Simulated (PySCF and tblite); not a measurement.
Results of a calculation; reference values are marked as such.
C5H2BrNO, numbered as in [CH:1]#[C:2][c:3]1[cH:4][n:5][c:6]([Br:7])[o:8]1.

Conformers came from 45 starts (ETKDG and KDG, MMFF94s, GFN2-xTB); geometries are GFN2-xTB. Free energies are B3LYP-D3(BJ)/def2-SVP (IEF-PCM, water) single points with GFN2-xTB rigid-rotor and vibrational terms (modes under about 100 cm⁻¹ blended into free rotors). Symmetry numbers and mirror images are counted. Conformers within 2.5 kcal/mol (GFN2-xTB free energy) were kept, 3 at most. GIAO shieldings: KT3/pcSseg-1 (IEF-PCM, water). Shifts are against TMS (¹H), TMS (¹³C) at the same level. Run with PySCF (density fitting) and tblite.

Problem. Predict the averaged NMR shifts at 298.15 K.

Solution. ¹H: 7.72 (H4, 1H), 4.11 (H1, 1H) ppm. ¹³C: 143.5 (C6), 135.5 (C4), 134.0 (C3), 91.0 (C1), 68.9 (C2) ppm.

Spin–orbit effects of the heavy atoms on shieldings are missing. At a carbon that bears Br the missing effect is some 10 ppm, beside I tens of ppm. Shifts are unscaled: against experiment ¹³C can be off by 15 ppm or more and ¹H by 0.8 ppm.
